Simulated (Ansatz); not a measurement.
The cluster Cu3F4 (the lowest doublet isomer of a short search) was relaxed with r2SCAN-D4 (def2-SVP) in Ansatz in these states: neutral doublet, neutral quartet. The geometries follow in no particular order.

A:

```xyz
7

Cu    0.601   -1.331   -0.303
Cu   -0.826    0.634   -0.988
Cu    0.499    0.752    1.115
F    -0.202    2.140    0.007
F    -1.192   -0.310    0.768
F     1.543   -0.855    1.263
F    -0.422   -1.030   -1.862
```

B:

```csv
atom,x (Å),y (Å),z (Å)
Cu1,0.325,-0.094,-1.497
Cu2,1.000,0.693,0.937
Cu3,-1.042,-0.957,0.598
F4,-0.163,-0.240,2.146
F5,-0.762,0.964,-0.098
F6,-1.116,-1.344,-1.281
F7,1.758,0.978,-0.804
```

**Question.** Judge from the bond lengths which geometry belongs to which state (an estimate).

**Answer.** A is the neutral doublet (Cu2–Cu3 2.488 Å, Cu1–Cu3 2.523 Å, Cu1–Cu2 2.523 Å); B is the neutral quartet (Cu2–Cu3 2.647 Å, Cu1–Cu3 2.646 Å, Cu1–Cu2 2.646 Å).

At PBE0-D4/def2-TZVP a doublet lies 2.71 eV below the neutral quartet. These are the stationary points nearest to one start from a short search; other shapes may lie lower in each state.
